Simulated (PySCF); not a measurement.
Bonding in `C=N[Si@@H](NC)N(C)C`

C₄H₁₃N₃Si.
Atom-mapped SMILES: `[CH2:1]=[N:2][Si@@H:3]([NH:4][CH3:5])[N:6]([CH3:7])[CH3:8]` (hydrogens: H9, H10 on C1; H11 on Si3; H12 on N4; H13, H14, H15 on C5; H16, H17, H18 on C7; H19, H20, H21 on C8)

Cartesian coordinates in Å at the PBE0-D3(BJ)/def2-SVP level; atoms count from 1:
```xyz
21
C4H13N3Si angstrom
C     -1.0434    2.6321   -1.0202
N     -0.8562    1.7394   -0.1489
Si     0.1014    0.2875   -0.4525
N      1.6192    0.2595    0.3551
C      2.8556    0.8030   -0.1483
N     -0.8621   -1.0074    0.1541
C     -0.3562   -2.3556    0.1358
C     -2.2662   -0.8942    0.4528
H     -0.6602    2.5823   -2.0650
H     -1.6207    3.5469   -0.7827
H      0.4530    0.2515   -1.9162
H      1.6020    0.1113    1.3586
H      3.7214    0.1824    0.1398
H      2.8301    0.8230   -1.2493
H      3.0599    1.8371    0.1895
H     -0.8242   -2.9784   -0.6534
H     -0.5398   -2.8630    1.1024
H      0.7315   -2.3520   -0.0318
H     -2.9061   -1.3777   -0.3130
H     -2.5540    0.1638    0.5262
H     -2.5011   -1.3739    1.4222
```

Bond orders from the PBE0/pcSseg-1 density (PySCF). The structure is a single PBE0-D3(BJ)/def2-SVP conformer in the gas phase; no vibrational or solvent corrections.

(1) How far do the computed orders between heavy atoms stray from the drawn ones?

(2) Set the Mayer orders of the bonds between heavy atoms beside their lengths.

## Answers

(1) The largest departure is 0.126, at N2–Si3 (drawn single, 0.874). Drawn single, order below 0.88: N2–Si3 (0.874).

(2) 
| bond | drawn as | length (Å) | Mayer order |
| --- | --- | --- | --- |
| C1–N2 | double | 1.261 | 1.975 |
| N2–Si3 | single | 1.766 | 0.874 |
| Si3–N4 | single | 1.720 | 1.017 |
| N4–C5 | single | 1.441 | 0.978 |
| Si3–N6 | single | 1.724 | 0.985 |
| N6–C7 | single | 1.440 | 0.963 |
| N6–C8 | single | 1.440 | 0.962 |

By pair of heavy elements: C–N: lowest N6–C8 and N6–C7 (0.962, 1.440 Å), highest C1–N2 (1.975, 1.261 Å). N–Si: lowest N2–Si3 (0.874, 1.766 Å), highest Si3–N4 (1.017, 1.720 Å). Bonds named together lie within 0.004.

**Question.** And the bonds to hydrogen?

**Answer.** C–H: 0.92 to 0.97 (11 bonds); H–Si: 0.86 (1 bond); H–N: 0.92 (1 bond).

**Question.** Sum the orders of all bonds at each heavy atom with more than one neighbour and set the sums beside the valence in the SMILES.

**Answer.** C1 3.829 (drawn 4), N2 2.849 (drawn 3), Si3 3.739 (drawn 4), N4 2.919 (drawn 3), C5 3.875 (drawn 4), N6 2.910 (drawn 3), C7 3.844 (drawn 4), C8 3.841 (drawn 4). Orders between atoms that aren't bonded are not in these sums.

The Mayer order sums products of elements of PS (density times overlap matrix) between the two atoms' basis functions, so it depends on the basis set.

These values come from a run that also computed NMR shieldings. The run took 64 s of wall time on one thread of an Arm Neoverse N1, no GPU (shared host).
